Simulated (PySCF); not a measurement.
Species: C9H6O.
Atom-mapped SMILES: `[CH:1]#[C:2][c:3]1[cH:4][cH:5][c:6]([CH:7]=[O:8])[cH:9][cH:10]1` (hydrogens: H11 on C1; H12 on C4; H13 on C5; H14 on C7; H15 on C9; H16 on C10)

Computed geometry: GFN2-xTB, gas phase.

(1) List the bond lengths, angles and torsions at this level.

Results:

(1) 
```tsv
bond	length (bohr)
C1≡C2	2.269
C2–C3	2.672
C3–C4, C3–C10	2.642
C4–C5, C9–C10	2.603
C5–C6, C6–C9	2.639
C6–C7	2.769
C7=O8	2.278
C1–H11	1.983
C4–H12, C10–H16	2.041
C5–H13, C9–H15	2.042
C7–H14	2.096
```

Bonds in one row agree within 0.02 bohr and their mean is given. A selection of angles:
```tsv
angle	degrees
C1–C2–C3	179.9
C2–C3–C4	120.1
C4–C3–C10	119.9
C3–C4–C5	120.0
C4–C5–C6	120.3
C5–C6–C7	120.6
C5–C6–C9	119.5
C7–C6–C9	119.9
C6–C7–O8	125.4
```

Torsions: C5–C6–C7–O8 180° (antiperiplanar).

The 10 heavy atoms lie in one plane (0.001 Å rms). Of the pairs four or more bonds apart, O8···H15 is among the closest relative to their van der Waals radii: 2.56 Å, 94 % of the sum of Bondi's values. The C–C distances run from 1.201 Å (C1≡C2, drawn triple) to 1.465 Å (C6–C7, drawn single), a spread of 0.264 Å. The 6-membered ring C3–C4–C5–C6–C9–C10 has internal angles of 119.5° to 120.5°; it is planar, 0.00 Å rms from its mean plane, widest ring torsion 0°.

Point group: Cs (every atom within 0.08 Å of its image). Not checked by GFN2-xTB frequencies. The numbers are those of one conformer.
